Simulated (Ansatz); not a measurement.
`COB(S)S` and `COB(C)S` differ in one atom or group.

Ansatz, PBE0-D4/def2-TZVP geometries, multiplicity 1. Each molecule was computed in one conformer, which needn't be the lowest.

```json
{"property": "LUMO energy (PBE/def2-TZVPP) / eV", "`COB(S)S`": "-0.75"}
{"property": "HOMO energy (PBE/def2-TZVPP) / eV", "`COB(S)S`": "-6.12"}
{"property": "size of the dipole moment (ωB97M-V/def2-TZVPP) / D", "`COB(S)S`": "1.37"}
{"property": "HOMO energy (B3LYP/def2-TZVPP) / eV", "`COB(S)S`": "-7.07"}
{"property": "LUMO energy (ωB97M-V/def2-TZVPP) / eV", "`COB(S)S`": "1.94"}
{"property": "HOMO–LUMO gap (B3LYP/def2-TZVPP) / eV", "`COB(S)S`": "6.97"}
```

Problem. Give the same properties after the change, and the shifts. (Estimate.)

Solution. Computed: 
```tsv
property	`COB(C)S`	shift
LUMO energy (PBE/def2-TZVPP) / eV	-0.56	0.19
HOMO energy (PBE/def2-TZVPP) / eV	-6.36	-0.24
size of the dipole moment (ωB97M-V/def2-TZVPP) / D	0.15	-1.22
HOMO energy (B3LYP/def2-TZVPP) / eV	-7.34	-0.27
LUMO energy (ωB97M-V/def2-TZVPP) / eV	2.01	0.07
HOMO–LUMO gap (B3LYP/def2-TZVPP) / eV	7.56	0.59
```

With PBE0 the HOMO falls by 0.27 eV and the LUMO rises by 0.24 eV, so the gap widens by about 0.51 eV. PBE moves the HOMO by -0.24 eV and ωB97M-V by -0.34 eV. Dipoles are sizes alone; their direction can turn.

B3LYP here is the variant with VWN-RPA as its local correlation; programs differ in this.
